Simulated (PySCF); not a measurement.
1-chloro-1-fluorocyclobutane (C₄H₆ClF), SMILES C1(F)(CCC1)Cl.

Geometry optimised at PBE0-D3(BJ)/def2-SVP.

Calculation: PySCF with TDDFT-PBE/def2-SVPD.

Vertical excitations.  State labels are in the subgroup Cs.

Computed lowest excited states:
```json
[
 {"state": "S1", "symmetry": "A\"", "energy (eV)": "6.65", "λ (nm)": "186", "f": "0.001", "main pairs": "HOMO→LUMO 99 %"},
 {"state": "S2", "symmetry": "A'", "energy (eV)": "7.13", "λ (nm)": "174", "f": "0.009", "main pairs": "HOMO−1→LUMO 98 %"},
 {"state": "S3", "symmetry": "A\"", "energy (eV)": "7.18", "λ (nm)": "173", "f": "0.037", "main pairs": "HOMO→LUMO+1 100 %"},
 {"state": "S4", "symmetry": "A\"", "energy (eV)": "7.60", "λ (nm)": "163", "f": "0.003", "main pairs": "HOMO−3→LUMO 92 %"},
 {"state": "S5", "symmetry": "A'", "energy (eV)": "7.64", "λ (nm)": "162", "f": "0.011", "main pairs": "HOMO−1→LUMO+1 79 %, HOMO−2→LUMO 20 %"},
 {"state": "S6", "symmetry": "A\"", "energy (eV)": "7.67", "λ (nm)": "162", "f": "0.029", "main pairs": "HOMO→LUMO+2 94 %"},
 {"state": "S7", "symmetry": "A'", "energy (eV)": "7.77", "λ (nm)": "160", "f": "0.066", "main pairs": "HOMO−2→LUMO 65 %, HOMO−1→LUMO+1 18 %"},
 {"state": "S8", "symmetry": "A\"", "energy (eV)": "7.90", "λ (nm)": "157", "f": "0.008", "main pairs": "HOMO→LUMO+3 97 %"},
 {"state": "S9", "symmetry": "A'", "energy (eV)": "7.95", "λ (nm)": "156", "f": "0.002", "main pairs": "HOMO−4→LUMO 83 %, HOMO→LUMO+4 14 %"},
 {"state": "S10", "symmetry": "A'", "energy (eV)": "8.02", "λ (nm)": "155", "f": "0.039", "main pairs": "HOMO→LUMO+4 70 %, HOMO−4→LUMO 15 %"},
 {"state": "T1", "symmetry": "A\"", "energy (eV)": "6.07", "λ (nm)": "204", "f": "0", "main pairs": "HOMO→LUMO 99 %"},
 {"state": "T2", "symmetry": "A'", "energy (eV)": "6.53", "λ (nm)": "190", "f": "0", "main pairs": "HOMO−1→LUMO 99 %"},
 {"state": "T3", "symmetry": "A\"", "energy (eV)": "7.10", "λ (nm)": "175", "f": "0", "main pairs": "HOMO→LUMO+1 100 %"},
 {"state": "T4", "symmetry": "A'", "energy (eV)": "7.11", "λ (nm)": "174", "f": "0", "main pairs": "HOMO−2→LUMO 98 %"}
]
```
Triplets are in the Tamm–Dancoff approximation, which puts them higher than full response would, so one can lie above its singlet here.
